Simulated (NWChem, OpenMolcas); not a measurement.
# Exact exchange and the dipole moment of AgBr (silver bromide)

AgBr: 2 atoms, total charge 0, spin state singlet. As SMILES, `[Br][Ag]`. Geometry: relaxed at PBE0-D4/def2-TZVP.

The dipole moment y, in D, basis def2-TZVPPD with a core potential; a is the functional's share of exact exchange. Programs: NWChem 7.3.0, OpenMolcas 26.06.

```
functional     program     a  y (D)
      BLYP      NWChem     0   4.57
      TPSS  OpenMolcas     0   5.05
     B3LYP      NWChem   0.2      ?
      PBE0      NWChem  0.25   5.51
     BHLYP      NWChem   0.5   6.00
```

Problem. Fit y = c + s·a to the known rows and predict B3LYP.

Solution. 
1. Means of the 4 rows: a = 0.1875, y = 5.282.
2. Σ(Δa)² = 0.17188, Σ(Δa·Δy) = 0.41562, so the slope is 0.41562/0.17188 = 2.4181.
3. Intercept: 5.282 − (2.4181) × 0.1875 = 4.829. The largest residual of the fit is 0.26.
4. B3LYP: 4.829 + (2.4181) × 0.2 = 5.31 D.

The run gave 5.20 D, so the prediction is off by +0.11 D, within the scatter of the fit. More exact exchange makes the molecule more polar here. The rows mix families of semi-local functionals, which the line can't see.
